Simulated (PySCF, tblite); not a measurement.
Isomers of C8H7 (doublet state). All values are computed: GFN2-xTB (tblite) harmonic vibrations without scaling, gas phase. This tight-binding method is rough: wavenumbers can miss measured ones by several per cent, in bad cases by 10 to 20. One conformer each. Open shells enter through the occupations alone, without spin polarisation, and single modes of such species can be off by tens of per cent.

Electronic energies: B3LYP/pcH-1 single points on the GFN2-xTB geometries (PySCF, gas phase).

| SMILES | electronic energy, lowest = 0 (kcal/mol) |
| --- | --- |
| C#CC#CCC[C]=C | 23.2 |
| C#C[C@H]1C=C[C]1C=C | 0.0 |
| C#CC#C[CH]C1CC1 | 1.9 |
| C#CC#CC[C@H]1[CH]C1 | 31.3 |
| [H]/[C]=C\CCC#CC#C | 28.2 |

**Question.** How do GFN2-xTB zero-point energies change the relative energies?

**Answer.** 
| SMILES | ZPE (kcal/mol) | of it from modes above 1550 cm⁻¹ | electronic (kcal/mol) | with ZPE, lowest = 0 (kcal/mol) | lowest mode (cm⁻¹) | rings |
| --- | --- | --- | --- | --- | --- | --- |
| C#C[C@H]1C=C[C]1C=C | 70.8 | 36.8 | 0.0 | 0.0 | 83 | 1 |
| C#CC#C[CH]C1CC1 | 70.7 | 37.4 | 1.9 | 1.9 | 52 | 1 |
| C#CC#CCC[C]=C | 69.2 | 39.3 | 23.2 | 21.6 | 43 | 0 |
| [H]/[C]=C\CCC#CC#C | 69.6 | 39.6 | 28.2 | 27.0 | 50 | 0 |
| C#CC#CC[C@H]1[CH]C1 | 70.3 | 37.2 | 31.3 | 30.8 | 35 | 1 |

The zero-point energies span 1.6 kcal/mol, from `C#CC#CCC[C]=C` to `C#C[C@H]1C=C[C]1C=C`. The order is unchanged.

**Question.** And how do the electronic energies of GFN2-xTB itself compare?

**Answer.** `C#C[C@H]1C=C[C]1C=C` 0.6; `C#CC#C[CH]C1CC1` 0.0; `C#CC#CCC[C]=C` 33.0; `[H]/[C]=C\CCC#CC#C` 38.6; `C#CC#CC[C@H]1[CH]C1` 31.7 kcal/mol, lowest = 0. Against the energies above, taken from the same isomer `C#C[C@H]1C=C[C]1C=C`, the largest difference is 9.8 kcal/mol.

**Question.** What do entropy and thermal enthalpy add at 298.15 K and 1 bar (rigid rotor, harmonic oscillator, one conformer each)?

**Answer.** 
```tsv
SMILES	point group	symmetry number	S (cal/(mol K))	H − H(0) (kcal/mol)	ZPE + H − H(0) − TS (kcal/mol)
C#C[C@H]1C=C[C]1C=C	C1	1	89.4	5.78	49.9
C#CC#C[CH]C1CC1	Cs	1	93.5	6.19	49.0
C#CC#CCC[C]=C	Cs	1	97.8	6.74	46.8
[H]/[C]=C\CCC#CC#C	C1	1	97.1	6.59	47.3
C#CC#CC[C@H]1[CH]C1	C1	1	94.5	6.22	48.3
```

S holds R ln(2S + 1) for the spin.
